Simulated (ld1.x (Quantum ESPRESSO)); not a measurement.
Results of a calculation; reference values are marked as such.
**Pseudopotentials across the periodic table**

Generated with ld1.x 7.5 (TM, RRKJ, ultrasoft, PAW), atompaw 4.2 or ONCVPSP 4.0.1. The cutoff is in Ry: for ld1.x and atompaw files where the sum of valence levels is converged to 10 mRy in a Bessel basis, for ONCV files where the hardest occupied wave has 1 mHa per electron of residual kinetic energy. The error is the largest all-electron minus pseudo excitation energy over each file’s own four to seven test configurations (ionisations up to +4, promotions, holes and added fractions of an electron), all of which were solved. The labels leave out finer settings (local radius, basis sizes, second energies), which also bear on the numbers. Spin-polarised tests are not counted. The rows are a selection from randomly drawn settings: files with unsolved tests, undetermined cutoffs or missed reference levels are left out.

A true bound ghost makes a file unfit for plane-wave use even where its test errors are small: the radial tests pick states by their node count and pass the ghost by.

```csv
element,potential,cutoff (Ry),largest error (meV),bound ghosts
Zn,"RRKJ, PBEsol, scalar-relativistic, rc 0.85/1.00/0.80 (spd), local p, core correction no, reference 3s2 3p6 3d9 4s0 4p0",260,+299,none
Te,"TM, LDA (PZ), scalar-relativistic, rc 1.70/1.60/1.50 (spd), local smoothed, core correction no, reference 4d10 5s2 5p4",100,+42,"s, p"
I,"TM, LDA (PZ), scalar-relativistic, rc 1.70/1.70/1.15 (spd), local smoothed, core correction yes, reference 4d10 5s2 5p4",120,-331,none
Pt,"TM semilocal, PBE, scalar-relativistic, rc 2.42/3.66/1.64 (spd), local p, core correction no, reference 5d9 6s1 6p0",40,-117,none
```

**Question.** Fill in the row for Sb: PAW, PBE, scalar-relativistic, rc 1.75/2.05/1.60 (spd), local smoothed, core correction yes, reference 4d10 5s1.75 5p3.25.

**Answer.** cutoff 55 Ry, largest error -119 meV, bound ghosts: s.

**Question.** Fill in the row for Br: RRKJ, PBE, fully relativistic, rc 1.45/1.60 (sp), local smoothed, core correction yes, reference 4s2 4p5.

**Answer.** cutoff 55 Ry, largest error +26 meV, bound ghosts: none.

**Question.** Fill in the row for Bi: TM, LDA (PZ), scalar-relativistic, rc 1.66/2.38/1.10 (spd), local s, core correction yes, reference 5d10 6s2 6p2.5.

**Answer.** cutoff 90 Ry, largest error -231 meV, bound ghosts: none.
